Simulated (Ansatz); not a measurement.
A CCSD(T) single point on CH4BrFOSi, SMILES `FCO[SiH2]Br`.

```yaml
crystal:
  periodic: [false, false, false]
  atoms:
    - {symbol: F, position_ang: [1.476830, -0.988515, -0.902871]}
    - {symbol: C, position_ang: [1.334845, 0.243193, -0.311224]}
    - {symbol: O, position_ang: [0.396410, 0.185763, 0.693387]}
    - {symbol: Si, position_ang: [-1.178250, -0.257664, 0.540983]}
    - {symbol: Br, position_ang: [-2.127190, 0.882961, -1.109703]}
    - {symbol: H, position_ang: [2.294437, 0.515404, 0.132668]}
    - {symbol: H, position_ang: [1.036681, 0.947034, -1.095431]}
    - {symbol: H, position_ang: [-1.327365, -1.690713, 0.219949]}
    - {symbol: H, position_ang: [-1.817897, 0.116335, 1.815141]}
basis:
  gaussian: {orbitals: def2-TZVPP}
correlation: {method: ccsd_t}
```

```sh
$ ansatz run in.yaml --threads 4 --pin off --events-out ev --progress --plain --max-ram 10444MiB
```

The program prints (abridged):

```
Functional definition: HF
1482 factors; integrals over basis functions are off by at most 1.1e-3 eV
mean field evaluation 1: about -83700.3044 eV, gradient 3.7e1 eV
mean field evaluation 2: about -83700.6005 eV, gradient 3.7e1 eV
mean field evaluation 4: about -83703.4014 eV, gradient 3.5e0 eV
mean field evaluation 8: about -83703.4505 eV, gradient 2.8e-1 eV
mean field -83703.45072349 eV, -3076.0450778517 hartree, gradient 5.4e-6 eV, S^2 0.000000; 0 other end points of the search recorded, 0 dependent functions left out
17 core orbitals not correlated: weight in the atoms' cores, before any rotation towards them, 1.000 or more for the frozen orbitals, at most 0.000 for the correlated occupied ones
reference -83703.45072349 eV, -3076.0450778517 hartree; 21, 21 occupied and 201, 201 virtual orbitals, 1482 factors
second order -28.43836791 eV of doubles, -0.00000000 eV of singles
cycle   1  -28.47847934 eV  change   -4.0e-2 eV  update   1.1e-1
cycle   2  -29.12406520 eV  change   -6.5e-1 eV  update   3.0e-2
cycle   3  -29.25349551 eV  change   -1.3e-1 eV  update   1.5e-2
cycle   4  -29.23423946 eV  change    1.9e-2 eV  update   3.1e-3
cycle   5  -29.23335289 eV  change    8.9e-4 eV  update   1.5e-3
cycle   6  -29.23441129 eV  change   -1.1e-3 eV  update   4.2e-4
cycle   7  -29.23412945 eV  change    2.8e-4 eV  update   1.6e-4
cycle   8  -29.23404989 eV  change    8.0e-5 eV  update   4.7e-5
cycle   9  -29.23407224 eV  change   -2.2e-5 eV  update   1.7e-5
perturbative correction -1.00305221 eV, -0.0368614890 hartree
Total energy: -83733.68784794 eV, -3077.1562716798 hartree
```

Run time 54 s (4 threads of an Intel Xeon 6975P-C on a shared host); peak host memory 5.3 GiB.

The correlation energy is -30.237 eV, 3.3 % of it from (T); the T1 diagnostic reads 0.0101.
